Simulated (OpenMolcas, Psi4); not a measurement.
Psi4 → OpenMolcas

This Psi4 1.11 job computes doublet [BF3]−:

job.inp:
```
memory 2200 MB

molecule system {
  -1 2
  F
  B 1 1.311142
  F 2 1.31115 1 120.00173
  F 2 1.311149 1 120.00116 3 179.99649
  symmetry c1
  no_reorient
  no_com
}

set reference uks
set puream true
set e_convergence 1e-09
set d_convergence 1e-08
set scf_type pk
set dft_radial_points 99
set dft_spherical_points 590
set maxiter 100

e, wfn = energy('blyp/aug-cc-pVDZ', return_wfn=True)
oeprop(wfn, 'MULLIKEN_CHARGES', 'MAYER_INDICES', 'LOWDIN_CHARGES')
```

```bash
$ psi4 job.inp job.out -n 1
```

The coordinates come from a PBE0-D4/def2-TZVP relaxation. That shape belongs to the parent species and isn't relaxed for this state.

The HOMO lies above zero, from self-interaction, a short basis or an unbound electron.

It gives a total energy of -324.530806 Eh.

Problem. How is this level of theory, on these atoms, set up in OpenMolcas 26.06 as an input file of the program's own?

Solution. This input was run:

run.input:
```
&gateway
  baslib
  $CurrDir
  coord
  4
  angstrom
  F        0.543870       0.210740       1.174280
  B        0.000020       0.000000       0.000010
  F       -0.265170      -1.223510      -0.389620
  F       -0.278730       1.012770      -0.784660
  basis
  aug-cc-pVDZ
  group
  NoSym

&seward
  gridinput
  Grid=UltraFine
  End of Grid

&scf
  uhf
  charge
  -1
  spin
  2
  ksdft
  BLYP
  thresholds
  1e-10 1e-07 1e-07 1e-05
  prorbitals
  1 2
```

```bash
$ export MOLCAS_MEM=1860
$ pymolcas run.input > run.log
```

(Basis files named in the input come from the Basis Set Exchange and aren't shown.)

Its energy is -324.530806 Eh, the same as the first but for the last digit, at most.
